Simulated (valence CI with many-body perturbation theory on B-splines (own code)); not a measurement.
## E1 transitions of V X

Method: relativistic CI+MBPT: four valence electrons over a frozen Dirac-Fock core [Ne], radial functions for each j: 11 s, 11 p, 10 d, 8 f, 5 g, 2 h, with the one-electron correlation potential Σ1 (screened to all orders), the two-electron term Σ2, the three-electron term Σ3, Breit, model QED; selected single and double excitations, second order for the rest, scaled by the run's own slope (own B-spline code, finite nucleus).

No measured levels were compared; by estimate levels of excited configurations hold to 0.05 to 0.15 % of their energy, terms of the ground configuration to about 0.5 %. Among the levels kept, up to 630 cm⁻¹ of a level comes from second order outside the variational space, and about a tenth of that is noise between levels of different J, which matters for small intervals.

Lines 51 to 100 of 558 in falling wavelength, among levels below 116.18 eV, chosen from the strongest by gf and those to the six lowest levels. Wavelengths and rates use the calculated energies, so an error of 100 cm⁻¹ moves a line at 43.78 nm by 0.044 % and its rate by three times that or more. Electric multipoles are in the length gauge, E1 and E2 with the static RPA response of the core. Weak lines are less certain than strong ones. Lines between different terms over intervals too small for the method are left out, as are lines whose strength nearly cancels. Where a level lies close to another of its J and parity, the split of strength between their lines is uncertain. The highest levels of a list are the least certain.

Names give the largest LS component (configuration and term), which can be under half, so a name can repeat, a term be missing and a line seem to break the LS rules; names also repeat where a configuration has a term twice. Letters in brackets count levels of one name in rising energy.

```tsv
λ vac (nm)	Upper	Lower	A (s⁻¹)	S (a.u.)
43.78	3p3 3d 3D°_3 [b]	3s 3p2 3d 3D_3 [b]	8.27e+08	2.40e-01
43.56	3p3 3d 3F°_4 [b]	3s 3p2 3d 3D_3 [b]	1.02e+09	3.73e-01
43.40	3p3 3d 3D°_3 [b]	3s 3p2 3d 3F_4 [b]	6.52e+08	1.84e-01
43.18	3p3 3d 3F°_4 [b]	3s 3p2 3d 3F_4 [b]	1.41e+09	5.04e-01
43.17	3p3 3d 3F°_3 [b]	3s 3p2 3d 3D_2 [b]	7.24e+08	2.01e-01
43.16	3s 3p 3d2 3F°_4	3s 3p2 3d 3D_3 [d]	5.39e+08	1.93e-01
43.03	3p3 3d 1F°_3 [a]	3s 3p2 3d 1D_2 [a]	1.85e+09	5.09e-01
42.63	3s 3p2 3d 1D_2 [b]	3s2 3p 3d 1P°_1	1.76e+09	3.37e-01
42.52	3p3 3d 3F°_3 [b]	3s 3p2 3d 3F_3 [b]	1.15e+09	3.04e-01
42.40	3s 3p2 3d 3D_3 [b]	3s2 3p 3d 3P°_2 [b]	9.17e+08	2.42e-01
42.18	3p3 3d 5D°_1	3s 3p2 3d 5P_1	2.26e+09	2.51e-01
41.97	3p3 3d 3F°_2 [b]	3s 3p2 3d 3F_2 [b]	1.33e+09	2.43e-01
41.90	3p3 3d 5D°_2	3s 3p2 3d 5P_2	1.90e+09	3.45e-01
41.79	3p3 3d 5D°_3	3s 3p2 3d 5P_2	1.71e+09	4.30e-01
41.46	3p3 3d 5D°_3	3s 3p2 3d 5P_3	1.23e+09	3.03e-01
41.39	3p3 3d 5D°_4	3s 3p2 3d 5P_3	2.63e+09	8.28e-01
41.31	3p3 3d 3D°_2 [c]	3s 3p2 3d 3D_2 [d]	1.02e+09	1.78e-01
41.16	3s 3p2 3d 3G_5	3s2 3p 3d 3F°_4	4.44e+09	1.68e+00
40.98	3p3 3d 1D°_2 [b]	3s 3p2 3d 1D_2 [a]	1.28e+09	2.18e-01
40.84	3s 3p3 3P°_1	3s2 3p2 3P_2	7.80e+08	7.87e-02
40.81	3s 3p3 3P°_2	3s2 3p2 3P_2	2.11e+09	3.54e-01
40.80	3s 3p 3d2 3D°_3	3s 3p2 3d 3D_3 [d]	1.45e+09	3.41e-01
40.54	3p3 3d 3F°_3 [a]	3s 3p2 3d 3F_4 [a]	9.47e+08	2.18e-01
40.50	3s 3p2 3d 3G_4	3s2 3p 3d 3F°_3	4.49e+09	1.33e+00
40.43	3s 3p3 1D°_2	3s2 3p2 1D_2	3.69e+09	6.02e-01
40.17	3p4 3P_2	3s 3p3 3D°_3	3.78e+09	6.05e-01
40.14	3p3 3d 3F°_4 [a]	3s 3p2 3d 3F_4 [a]	2.40e+09	6.89e-01
40.06	3s 3p2 3d 3G_3	3s2 3p 3d 3F°_2	4.56e+09	1.01e+00
40.03	3p3 3d 3F°_3 [a]	3s 3p2 3d 3F_3 [a]	1.74e+09	3.85e-01
40.02	3s 3p3 3P°_0	3s2 3p2 3P_1	2.74e+09	8.66e-02
40.01	3p3 3d 1D°_2 [b]	3s 3p2 3d 3F_3 [c]	1.31e+09	2.08e-01
39.99	3s 3p3 3P°_1	3s2 3p2 3P_1	1.04e+09	9.81e-02
39.96	3s 3p3 3P°_2	3s2 3p2 3P_1	4.09e+08	6.45e-02
39.94	3p3 3d 3F°_2 [a]	3s 3p2 3d 3F_2 [a]	2.00e+09	3.14e-01
39.87	3p3 3d 1D°_2 [c]	3s 3p2 3d 1D_2 [a]	2.11e+09	3.31e-01
39.85	3p3 3d 3D°_3 [a]	3s 3p2 3d 3F_4 [a]	2.07e+09	4.53e-01
39.84	3p3 3d 3D°_3 [c]	3s 3p2 3d 3F_4 [c]	9.48e+08	2.07e-01
39.39	3p3 3d 3D°_2 [a]	3s 3p2 3d 3F_3 [a]	2.25e+09	3.39e-01
39.35	3p3 3d 3D°_3 [a]	3s 3p2 3d 3F_3 [a]	1.00e+09	2.11e-01
39.33	3s 3p3 3P°_1	3s2 3p2 3P_0	8.61e+08	7.75e-02
39.18	3s 3p2 3d 1P_1 [b]	3s2 3p 3d 1P°_1	2.45e+09	2.18e-01
39.15	3p3 3d 3D°_1 [b]	3s 3p2 3d 3F_2 [c]	2.51e+09	2.23e-01
39.13	3s 3p2 3d 3F_3 [c]	3s2 3p 3d 3D°_2	4.29e+09	8.87e-01
39.12	3s 3p2 3d 3F_2 [c]	3s2 3p 3d 3D°_1	4.50e+09	6.65e-01
39.05	3p4 3P_1	3s 3p3 3D°_2	3.33e+09	2.94e-01
38.99	3s 3p2 3d 3F_4 [c]	3s2 3p 3d 3D°_3	6.68e+09	1.76e+00
38.98	3p3 3d 3D°_1 [a]	3s 3p2 3d 3F_2 [a]	3.34e+09	2.93e-01
38.69	3p3 3d 3P°_2 [a]	3s 3p2 3d 3D_3 [a]	1.39e+09	1.99e-01
38.60	3s 3p 3d2 3F°_3	3s 3p2 3d 3D_3 [c]	1.13e+09	2.25e-01
38.57	3p3 3d 3F°_3 [b]	3s 3p2 3d 3D_2 [a]	2.39e+09	4.74e-01
```
